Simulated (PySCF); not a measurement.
**SbC at ROHF-MP2**

Level: ROHF-MP2. basis Sb def2-SVP with ECP28, C def2-SVP; scalar-relativistic core potentials; PySCF 2.14.

For SbC, the state is doublet, unpaired electrons σ ↑. The bond length is 1.929 Å, the harmonic wavenumber is 797 cm⁻¹ and the force constant is 4.08 mdyn/Å. The rotational constant Be is 0.4149 cm⁻¹, the anharmonicity ωexe is 2.09 cm⁻¹ and the vibration–rotation constant αe is 0.00237 cm⁻¹. The well depth De to Sb + C is 74.4 kcal/mol and the dissociation energy D0 is 73.3 kcal/mol.

Correlated steps freeze 5 core orbitals. Correlated levels converge slowly with the basis: in double zeta they bind strong bonds too weakly, by up to about 1 eV, and carry superposition errors of some tenths. Spin–orbit coupling is left out, which matters for elements this heavy, above all for dissociation energies. The state is the lowest determinant that a PBE0 search found; another state may lie lower at other levels.
